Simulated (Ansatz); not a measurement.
`C=C[CH2][GaH][Cl]` + `[GeH3][SeH]` → `C=C[Se][GeH3]` + `[CH3][GaH][Cl]`  (substitution at a C–C bond)

Computed with Ansatz on PBE0-D4/def2-TZVP structures; ΔE is electronic, products minus reactants. CBS: MP2 limit from def2 TZ/QZ plus the TZ coupled-cluster correction, frozen cores. For Ga, Ge, Se outer-core shells are correlated without core-valence functions, which leaves a few kJ/mol of doubt a bond. Scalar relativity is left out up to krypton. Each species was taken in one conformer, which may not be the lowest.

| species | CCSD(T)/CBS(def2) energy (Eh) |
| --- | --- |
| `C=C[CH2][GaH][Cl]` | -2501.51881 |
| `[GeH3][SeH]` | -4479.23116 |
| `C=C[Se][GeH3]` | -4556.51530 |
| `[CH3][GaH][Cl]` | -2424.23293 |

(1) Work out ΔE.

Largest T1 diagnostic among the species: 0.012.

Answers

(1) ΔE = (-4556.51530) + (-2424.23293) − (-2501.51881) − (-4479.23116) = 0.00174 Eh = +4.6 kJ/mol.

At CCSD(T), def2-SVP lies +13.2 kJ/mol from the extrapolated value and def2-TZVPP −0.0 kJ/mol. Leaving LDA and LC-ωPBE aside and taking each functional with its dispersion term where it has one, the values, not all of them listed here, spread over 5.6 kJ/mol, from BLYP-D4 to r2SCAN0-D4. LDA lies +8.1 kJ/mol from PBE without D4. From BLYP to BHLYP (50 % exact exchange), in def2-TZVPP and without D4, ΔE moves by +6.8 kJ/mol.
